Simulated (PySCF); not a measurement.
# Electron correlation in Kr(3+) (krypton, charge +3)

[Ar] 3d10 4s2 4p3, high-spin 4S determinant. All numbers are calculated (PySCF 2.14, no relativity, point nucleus, in dyall-av2z (16s12p8d, 92 functions)). Frozen: [Ar] 3d10; 5 electrons correlated; the 39 highest virtual orbitals of each spin left out.

| level | correlation energy (mhartree) |
| --- | --- |
| CCSD | -84.73 |
| (T) | -0.88 |
| CCSD(T) | -85.61 |

Diagnostics: T1 = 0.0013, D1 = 0.0035, largest double amplitude 0.052.

Cost of the coupled-cluster step: about 1.7 core-seconds, for 5 correlated electrons.

Iterations:

```
CC2 = 0
CCSD nocc = (np.int64(4), np.int64(1)), nmo = (39, 39)
frozen orbitals [[0, 1, 2, 3, 4, 5, 6, 7, 8, 9, 10, 11, 12, 13, 53, 54, 55, 56, 57, 58, 59, 60, 61, 62, 63, 64, 65, 66, 67, 68, 69, 70, 71, 72, 73, 74, 75, 76, 77, 78, 79, 80, 81, 82, 83, 84, 85, 86, 87, 88, 89, 90, 91], [0, 1, 2, 3, 4, 5, 6, 7, 8, 9, 10, 11, 12, 13, 53, 54, 55, 56, 57, 58, 59, 60, 61, 62, 63, 64, 65, 66, 67, 68, 69, 70, 71, 72, 73, 74, 75, 76, 77, 78, 79, 80, 81, 82, 83, 84, 85, 86, 87, 88, 89, 90, 91]]
max_cycle = 100
direct = 0
conv_tol = 1e-08
conv_tol_normt = 1e-06
diis_space = 8
diis_start_cycle = 0
Init t2, MP2 energy = -0.0689730418140281
Init E_corr(UCCSD) = -0.0689730418437387
cycle = 1  E_corr(UCCSD) = -0.0814228755913852  dE = -0.0124498337  norm(t1,t2) = 0.0324877
cycle = 2  E_corr(UCCSD) = -0.0839041098460492  dE = -0.00248123425  norm(t1,t2) = 0.0084327
cycle = 3  E_corr(UCCSD) = -0.084743044016678  dE = -0.000838934171  norm(t1,t2) = 0.00270638
cycle = 4  E_corr(UCCSD) = -0.0847264568539168  dE = 1.65871628e-05  norm(t1,t2) = 0.000263604
cycle = 5  E_corr(UCCSD) = -0.0847263443327755  dE = 1.12521141e-07  norm(t1,t2) = 1.65664e-05
cycle = 6  E_corr(UCCSD) = -0.0847261823813228  dE = 1.61951453e-07  norm(t1,t2) = 2.02195e-06
cycle = 7  E_corr(UCCSD) = -0.0847262486590809  dE = -6.62777581e-08  norm(t1,t2) = 3.05089e-07
cycle = 8  E_corr(UCCSD) = -0.0847262378165875  dE = 1.08424934e-08  norm(t1,t2) = 5.58744e-08
cycle = 9  E_corr(UCCSD) = -0.0847262353484275  dE = 2.46816002e-09  norm(t1,t2) = 2.2098e-08
UCCSD converged
E(UCCSD) = -2749.510995114026  E_corr = -0.08472623534842748
UCCSD(T) correction = -0.000884197322290855
```
